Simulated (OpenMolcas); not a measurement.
# Cr3+ in a ligand field

Cr3+ with 4 ligands (chloride) in tetrahedral coordination (Td) at 2.25 Å. A charge of +0.25 e stands 2.4 Å behind each ligand. Ligand basis ANO-RCC-VDZP.
```
Cr    0.0000    0.0000    0.0000
Cl    1.2990    1.2990    1.2990
Cl    1.2990   -1.2990   -1.2990
Cl   -1.2990    1.2990   -1.2990
Cl   -1.2990   -1.2990    1.2990
```

* Program: OpenMolcas 26.06
* Method: CASSCF
* Basis: ANO-RCC-VTZP [6s5p3d2f1g]
* Scalar Hamiltonian: DKH2, point nucleus
* Active space: 3 electrons in 5 orbitals (3d)
* State averaging: 2S+1 = 4 even, 10 roots; 2S+1 = 2 even, 40 roots
* Spin-orbit coupling: RASSI with atomic mean-field integrals over the reference wave functions

The lowest spin-free states (labels of Td), above the lowest:

```json
{"State": "4T1", "Degeneracy": "3", "E (cm-1)": "0.0"}
{"State": "4T2", "Degeneracy": "3", "E (cm-1)": "4685"}
{"State": "4A2", "Degeneracy": "1", "E (cm-1)": "10160"}
{"State": "2E", "Degeneracy": "2", "E (cm-1)": "13434"}
{"State": "2T1", "Degeneracy": "3", "E (cm-1)": "16649"}
{"State": "2T2", "Degeneracy": "3", "E (cm-1)": "17235"}
{"State": "4T1", "Degeneracy": "3", "E (cm-1)": "18775"}
{"State": "2A1", "Degeneracy": "1", "E (cm-1)": "19293"}
{"State": "2T1", "Degeneracy": "3", "E (cm-1)": "21530"}
{"State": "2T2", "Degeneracy": "3", "E (cm-1)": "23543"}
{"State": "2T1", "Degeneracy": "3", "E (cm-1)": "23688"}
{"State": "2E", "Degeneracy": "2", "E (cm-1)": "24726"}
{"State": "2T1", "Degeneracy": "3", "E (cm-1)": "27510"}
{"State": "2T2", "Degeneracy": "3", "E (cm-1)": "27587"}
{"State": "2E", "Degeneracy": "2", "E (cm-1)": "27990"}
{"State": "2T2", "Degeneracy": "3", "E (cm-1)": "37840"}
{"State": "2A2", "Degeneracy": "1", "E (cm-1)": "38239"}
{"State": "2T1", "Degeneracy": "3", "E (cm-1)": "38245"}
{"State": "2E", "Degeneracy": "2", "E (cm-1)": "57411"}
{"State": "2T2", "Degeneracy": "3", "E (cm-1)": "58009"}
```

The lowest levels with spin-orbit coupling:

| E (cm-1) | Degeneracy | Label | 2S+1 | g |
| --- | --- | --- | --- | --- |
| 0.0 | 4 | Γ8 | 4 |  |
| 24.6 | 2 | Γ7 | 4 | 1.30 1.30 1.30 |
| 285.7 | 4 | Γ8 | 4 |  |
| 455.5 | 2 | Γ6 | 4 | 4.02 4.02 4.02 |
| 4795 | 2 | Γ7 | 4 | 3.19 3.19 3.19 |
| 4828 | 4 | Γ8 | 4 |  |
| 4930 | 2 | Γ6 | 4 | 2.14 2.14 2.14 |
| 4946 | 4 | Γ8 | 4 |  |
| 10365 | 4 | Γ8 | 4 |  |
| 13615 | 4 | Γ8 | 2 |  |
| 16734 | 2 | Γ6 | 2 | 0.53 0.53 0.53 |
| 16862 | 4 | Γ8 | 2 |  |
| 17283 | 2 | Γ7 | 2 | 1.63 1.63 1.63 |
| 17538 | 4 | Γ8 | 2 |  |
| 18759 | 2 | Γ6 | 4 | 2.77 2.77 2.77 |
| 18837 | 4 | Γ8 | 4 |  |
| 19077 | 2 | Γ7 | 4 | 2.54 2.54 2.54 |
| 19079 | 4 | Γ8 | 4 |  |
| 19471 | 2 | Γ6 | 2 | 2.02 2.02 2.02 |
| 21633 | 2 | Γ6 | 2 | 0.94 0.94 0.94 |

Electric-dipole absorption from the lowest level at this geometry, strongest bands:

```
E (cm-1)  λ (nm)  Label         f
    4828    2070     Γ8  2.00e-05
    4930    2030     Γ6  1.30e-05
    4946    2020     Γ8  1.78e-05
   10365     965     Γ8  4.94e-05
   18759     533     Γ6  2.07e-04
   18837     531     Γ8  5.74e-04
   19077     524     Γ7  1.64e-04
   19079     524     Γ8  2.02e-05
   21812     458     Γ8  8.55e-06
```

Powder χT (cm3 K/mol): 0.348 at 2 K, 0.451 at 10 K, 0.681 at 50 K, 0.88 at 100 K, 1.22 at 200 K, 1.47 at 300 K. The effective moment at 300 K is 2.828 √(χT) = 3.43 μB.

The lowest level has 2S+1 = 4, for which the spin-only value is χT = S(S+1) / 2 = 1.875 cm3 K/mol (g = 2). The computed 1.468 at 300 K differs by -0.407, through orbital momentum, spin-orbit coupling and any other state in reach. With a threefold ground state the orbital momentum is unquenched, so the spin-only value is not expected to hold.

Metal share of the active 3d orbitals (Löwdin): 89, 89, 89, 96, 96 %; Mulliken charge of the metal 1.17.

An orbital triplet at a regular site is open to Jahn-Teller coupling, which can distort the site and quench the lowest spin-orbit gaps and is left out. Without dynamic correlation the repulsion within the d shell is too large (B by tens of per cent), so at a given field states of lower spin stand too high. Ligand-to-metal charge-transfer states are missing. With no ligand orbital active B as a rule stays too high, so bands that hang on it stand too high and its fall with covalency is understated. With metal d orbitals alone and no dynamic correlation the field as a rule comes out too small, by tens of per cent, by up to half for chloride and softer ligands. No measured value stands beside these numbers; the geometry was imposed, not optimised, and the real ion may take another.

The RASSCF and RASSI steps took 49 s on 1 thread of Arm Neoverse V1 (shared host); the integral step is not counted.
